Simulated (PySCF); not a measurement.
## Correlation energy of Pb⁻ (lead, charge -1)

[Xe] 4f14 5d10 6s2 6p3, high-spin 4S determinant. Calculation: PySCF 2.14, in aug-cc-pwCVDZ-PP with ECP60MDF (6s5p4d1f, 48 functions); scalar relativity through the core potential. Frozen: 5s2 5p6 5d10; 5 electrons correlated.

```tsv
level	correlation energy (mhartree)
CCSD	-54.30
(T)	-1.30
CCSD(T)	-55.60
CCSDT	-55.92
```

Diagnostics: T1 = 0.0092, D1 = 0.0189, largest double amplitude 0.044.

Spin-orbit coupling is strong in this species (close to jj coupling), so the high-spin LS determinant is a model state, not a physical level.

Cost of the coupled-cluster step: roughly 0.9 core-seconds, for 5 correlated electrons.

Iterations:

```
CC2 = 0
CCSD nocc = (np.int64(4), np.int64(1)), nmo = (39, 39)
frozen orbitals [[0, 1, 2, 3, 4, 5, 6, 7, 8], [0, 1, 2, 3, 4, 5, 6, 7, 8]]
max_cycle = 100
direct = 0
conv_tol = 1e-08
conv_tol_normt = 1e-06
diis_space = 8
diis_start_cycle = 0
Init t2, MP2 energy = -0.0435414781638274
Init E_corr(UCCSD) = -0.0435414782433606
cycle = 1  E_corr(UCCSD) = -0.0517393831195288  dE = -0.00819790488  norm(t1,t2) = 0.0431741
cycle = 2  E_corr(UCCSD) = -0.0535664364458125  dE = -0.00182705333  norm(t1,t2) = 0.0135752
cycle = 3  E_corr(UCCSD) = -0.0543283917511473  dE = -0.000761955305  norm(t1,t2) = 0.0057576
cycle = 4  E_corr(UCCSD) = -0.0542944397255376  dE = 3.39520256e-05  norm(t1,t2) = 0.00166711
cycle = 5  E_corr(UCCSD) = -0.0542961542111531  dE = -1.71448562e-06  norm(t1,t2) = 0.000334662
cycle = 6  E_corr(UCCSD) = -0.0542948063864533  dE = 1.3478247e-06  norm(t1,t2) = 5.91423e-05
cycle = 7  E_corr(UCCSD) = -0.0542955033532585  dE = -6.96966805e-07  norm(t1,t2) = 9.1264e-06
cycle = 8  E_corr(UCCSD) = -0.0542953235912655  dE = 1.79761993e-07  norm(t1,t2) = 1.54662e-06
cycle = 9  E_corr(UCCSD) = -0.0542953523886518  dE = -2.87973863e-08  norm(t1,t2) = 3.59915e-07
cycle = 10  E_corr(UCCSD) = -0.0542953529884666  dE = -5.99814823e-10  norm(t1,t2) = 1.0757e-07
UCCSD converged
E(UCCSD) = -191.9196337437924  E_corr = -0.05429535298846661
UCCSD(T) correction = -0.00129558663437291
```

Spin-orbit coupling is strong in this species, so the high-spin LS determinant is a model state.
